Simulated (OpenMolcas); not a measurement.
**N+: from CASSCF to CASPT2**

| Item | Value |
| --- | --- |
| Program | OpenMolcas 26.06 |
| Basis | ANO-RCC-VDZP [3s2p1d] |
| Scalar Hamiltonian | DKH2, point nucleus |
| Active space | 4 electrons in 4 orbitals (2s 2p) |
| State averaging | 2S+1 = 3 even, 6 roots; 2S+1 = 1 even, 6 roots kept (CI in the orbitals of an earlier block); 2S+1 = 5 odd, 1 root; 2S+1 = 3 odd, 9 roots kept (CI in the orbitals of an earlier block); 2S+1 = 1 odd, 8 roots kept (CI in the orbitals of an earlier block) |
| Spin-orbit coupling | RASSI with atomic mean-field integrals over the reference wave functions, term energies averaged over their components |

Methods on the same reference wave functions:
A. CASSCF
B. SS-CASPT2, IPEA 0.25 Eh, imaginary shift 0.1 Eh (closed shells correlated: 1s)
C. MS-CASPT2, IPEA 0.25 Eh, imaginary shift 0.1 Eh (closed shells correlated: 1s)

Energies in cm⁻¹ above 2s² 2p² ³P₀, the measured ground level; measured values from NIST Handbook of Basic Atomic Spectroscopic Data.

```
      Level       A       B       C  Measured
2s² 2p² ³P₀     0.0     0.0     0.0       0.0
2s² 2p² ³P₁    44.9    44.8    45.0      48.7
2s² 2p² ³P₂     133     133     134       131
2s² 2p² ¹D₂   17488   16470   16480     15316
2s² 2p² ¹S₀   30760   33010   33020     32689
2s 2p³ ⁵S°₂   35992   42750   42760     46785
2s 2p³ ³D°₂   96316   92280   92290     92250
2s 2p³ ³D°₁   96316   92280   92290     92251
2s 2p³ ³D°₃   96316   92280   92290     92236
2s 2p³ ³P°₀  114249  110770  110780    109223
2s 2p³ ³P°₁  114249  110770  110780    109216
2s 2p³ ³P°₂  114249  110770  110780    109217
2s 2p³ ¹D°₂  163167  150180  150190    144188
2s 2p³ ³S°₁  169693  160020  160030    155127
2s 2p³ ¹P°₁  181100  168540  168550    166766
```

Deviations, from unrounded energies. A percentage is the sum of absolute deviations over the sum of measured energies, with the sign that they share, or ± where signs differ.

```json
{"Against measurement": "mean absolute deviation (cm-1)", "Levels": "14", "A": "6400", "B": "1600", "C": "1600"}
{"Against measurement": "fine structure of the ground term (%)", "Levels": "2", "A": "±3.5", "B": "±3.5", "C": "±3.7"}
{"Against measurement": "other terms of the ground configuration (%)", "Levels": "2", "A": "±8.5", "B": "+3.1", "C": "+3.1"}
{"Against measurement": "other configurations (%)", "Levels": "10", "A": "±7.7", "B": "±1.9", "C": "±1.9"}
```

B, C lie about equally close to measurement and A furthest from it. The largest miss of B in the table is 2s 2p³ ¹D°₂, by +6000 cm-1. The ranking rests on the paired levels alone, and a cruder setting can come out closer through cancelling errors.

Between B and C the level of the table that moves most is 2s 2p³ ³S°₁, by 11 cm-1 (lowest in B, highest in C). Moves below CASPT2's spread within the term are not significant.

The two smallest mean deviations differ by little beside CASPT2's spread within terms, so their order carries little weight.

From A to B the spin-free energies of the other terms of 2s² 2p² shown, above ³P, scale by factors of 0.94 to 1.07.

The lowest spin-free term lies below A's lowest term by 0.055 hartree in B, 0.055 hartree in C.

CASPT2 does not keep the components of a term degenerate, so their means are used; among the terms shown or strongly mixed into the levels shown the widest spread is 1500 cm-1 (2s 2p³ ¹D°, C). Terms from blocks run as CI alone lack orbitals of their own. Without dynamic correlation excited terms often stand tens of per cent too high (terms of higher spin than the ground term too low), and those without a measured partner can miss by more than the paired ones (holds for A). Computed and measured levels are paired by configuration, term and J; levels that our copy of the source lacks, or whose pairing is in doubt (as where it misses far off the trend of its configuration), stay unpaired and out of the deviations. Only configurations of the active space appear. Levels that lie high or do not pair safely by name in every column are left out.

° marks odd parity.
